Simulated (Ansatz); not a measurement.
Compare A (`SC1CBC1`) with its isomer B (`BC(=C)SC`).

Computed with Ansatz on PBE0-D4/def2-TZVP structures; ΔE is electronic, products minus reactants. CBS: MP2 limit from def2 TZ/QZ plus the TZ coupled-cluster correction, frozen cores. Functionals use def2-TZVPP. B3LYP here is the variant with VWN-RPA as its local correlation; programs differ in this. One conformer a species, not always the lowest.

**Question.** Which is lower in electronic energy at CCSD(T)/CBS, and by how much? (Estimate.)

**Answer.** Computed: A, by 6.3 kJ/mol.

**Question.** Give E(B) − E(A) in kJ/mol with MP2/def2-TZVPP, PBE-D4, B2PLYP, PBE0-D4, ωB97M-V, B3LYP-D4, r2SCAN-D4. (Best estimate.)

**Answer.** The calculation gave: MP2/def2-TZVPP 12.4, PBE-D4 9.1, B2PLYP -2.7, PBE0-D4 20.4, ωB97M-V 15.7, B3LYP-D4 -7.9, r2SCAN-D4 7.0. The order is the other way round with B2PLYP, B3LYP-D4.

Largest T1 diagnostic: 0.012.

From PBE to PBE0 (25 % exact exchange), in def2-TZVPP and without D4, E(B) − E(A) moves by +11.4 kJ/mol. In def2-TZVPP, CCSD(T) changes the Hartree–Fock value by +12.4 kJ/mol (the triples alone add −4.2 kJ/mol) and MP2 by +18.6 kJ/mol.
